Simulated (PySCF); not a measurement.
C2H7S (SMILES C[SH+]C), charge +1, singlet, geometry from GFN2-xTB; MP2/6-311G** in PySCF.

Input for PySCF:
```python
from pyscf import gto, scf, mp

mol = gto.Mole()
mol.atom = '''
    C    -0.11110787    1.39730467   -0.53138148
    S     0.19691423    0.00535497    0.59144365
    C    -0.09779125   -1.40608199   -0.51043303
    H    -0.14836913    2.30887968    0.05988448
    H     0.72614240    1.46099414   -1.22229824
    H    -1.04014948    1.26328669   -1.07668782
    H    -0.12643319   -2.30903220    0.09439206
    H    -1.02802536   -1.28905959   -1.05761529
    H     0.74007530   -1.47213292   -1.20038030
    H    -1.02047342    0.00404859    1.19049374
'''
mol.basis = '6-311g**'
mol.charge = 1
mol.verbose = 4
mol.build()

mf = scf.RHF(mol)
mf.kernel()

pt = mp.MP2(mf, frozen=6)
pt.kernel()
print('E(MP2) = %.10f' % pt.e_tot)
```

What the program printed (banner, timings and long lists left out):

```
PySCF version 2.14.0

[INPUT] verbose = 4
[INPUT] num. atoms = 10
[INPUT] num. electrons = 34
[INPUT] charge = 1
[INPUT] spin (= nelec alpha-beta = 2S) = 0
[INPUT] symmetry False subgroup None
[INPUT] Mole.unit = angstrom
[INPUT] Symbol           X                Y                Z      unit          X                Y                Z       unit  Magmom
[INPUT]  1 C     -0.111107870000   1.397304670000  -0.531381480000 AA   -0.209963444584   2.640523138876  -1.004165464866 Bohr   0.0
[INPUT]  2 S      0.196914230000   0.005354970000   0.591443650000 AA    0.372113964730   0.010119426705   1.117666516613 Bohr   0.0
[INPUT]  3 C     -0.097791250000  -1.406081990000  -0.510433030000 AA   -0.184798679879  -2.657109869783  -0.964578631632 Bohr   0.0
[INPUT]  4 H     -0.148369130000   2.308879680000   0.059884480000 AA   -0.280377021040   4.363150249773   0.113165266312 Bohr   0.0
[INPUT]  5 H      0.726142400000   1.460994140000  -1.222298240000 AA    1.372210263434   2.760878794194  -2.309808916138 Bohr   0.0
[INPUT]  6 H     -1.040149480000   1.263286690000  -1.076687820000 AA   -1.965597645809   2.387265860908  -2.034645101455 Bohr   0.0
[INPUT]  7 H     -0.126433190000  -2.309032200000   0.094392060000 AA   -0.238924102155  -4.363438470802   0.178375141734 Bohr   0.0
[INPUT]  8 H     -1.028025360000  -1.289059590000  -1.057615290000 AA   -1.942686379507  -2.435969583344  -1.998603243252 Bohr   0.0
[INPUT]  9 H      0.740075300000  -1.472132920000  -1.200380300000 AA    1.398539628555  -2.781928037756  -2.268390012323 Bohr   0.0
[INPUT] 10 H     -1.020473420000   0.004048590000   1.190493740000 AA   -1.928415281198   0.007650726291   2.249707121609 Bohr   0.0

nuclear repulsion = 120.589832779965
number of shells = 56
number of NR pGTOs = 163
number of NR cGTOs = 104
basis = 6-311g**
ecp = {}

******** <class 'pyscf.scf.hf.RHF'> ********
method = RHF
initial guess = minao
damping factor = 0
level_shift factor = 0
DIIS = <class 'pyscf.scf.diis.CDIIS'>
diis_start_cycle = 1
diis_space = 8
diis_damp = 0
SCF conv_tol = 1e-09
SCF conv_tol_grad = None
SCF max_cycles = 50
direct_scf = True
direct_scf_tol = 1e-13
Set gradient conv threshold to 3.16228e-05
Initial guess from minao.
init E= -477.637234785219
  HOMO = -0.344382123697784  LUMO = 0.0643013268991213  gap/eV = 11.12084
cycle= 1 E= -477.031732028428  delta_E= 0.606  |g|= 0.456  |ddm|=  2.1
  HOMO = -0.733399579487231  LUMO = -0.127601733034577  gap/eV = 16.48460
cycle= 2 E= -477.099233347048  delta_E= -0.0675  |g|= 0.176  |ddm|= 0.544
  HOMO = -0.676379009411987  LUMO = -0.0830713397169651  gap/eV = 16.14472
cycle= 3 E= -477.10656818815  delta_E= -0.00733  |g|= 0.0366  |ddm|= 0.157
  HOMO = -0.676237128110412  LUMO = -0.0775845196401646  gap/eV = 16.29017
cycle= 4 E= -477.107190002624  delta_E= -0.000622  |g|= 0.00758  |ddm|= 0.0551
  HOMO = -0.678044173854018  LUMO = -0.0784103130075607  gap/eV = 16.31687
cycle= 5 E= -477.107212864867  delta_E= -2.29e-05  |g|= 0.00228  |ddm|= 0.00966
  HOMO = -0.678192965871513  LUMO = -0.0783906458943505  gap/eV = 16.32145
cycle= 6 E= -477.107215039147  delta_E= -2.17e-06  |g|= 0.000545  |ddm|= 0.00297
  HOMO = -0.678260656167327  LUMO = -0.078386783113226  gap/eV = 16.32340
cycle= 7 E= -477.10721520277  delta_E= -1.64e-07  |g|= 0.000119  |ddm|= 0.00102
  HOMO = -0.678267330329194  LUMO = -0.07838242185025  gap/eV = 16.32370
cycle= 8 E= -477.107215213267  delta_E= -1.05e-08  |g|= 2.52e-05  |ddm|= 0.000284
  HOMO = -0.678271720275755  LUMO = -0.0783834474380991  gap/eV = 16.32379
cycle= 9 E= -477.107215213655  delta_E= -3.88e-10  |g|= 6.04e-06  |ddm|= 4.94e-05
  HOMO = -0.67827065380063  LUMO = -0.078382995615291  gap/eV = 16.32377
Extra cycle  E= -477.107215213681  delta_E= -2.64e-11  |g|= 2.8e-06  |ddm|= 1.1e-05
converged SCF energy = -477.107215213681

******** <class 'pyscf.mp.mp2.RMP2'> ********
nocc = 11, nmo = 98
frozen orbitals 6
E(RMP2) = -477.563372644899  E_corr = -0.456157431217185
E(SCS-RMP2) = -477.57002615481  E_corr = -0.462810941128555
E_corr(same-spin) = -0.0975899726908476
E_corr(oppo-spin) = -0.358567458526338
E(MP2) = -477.5633726449
```
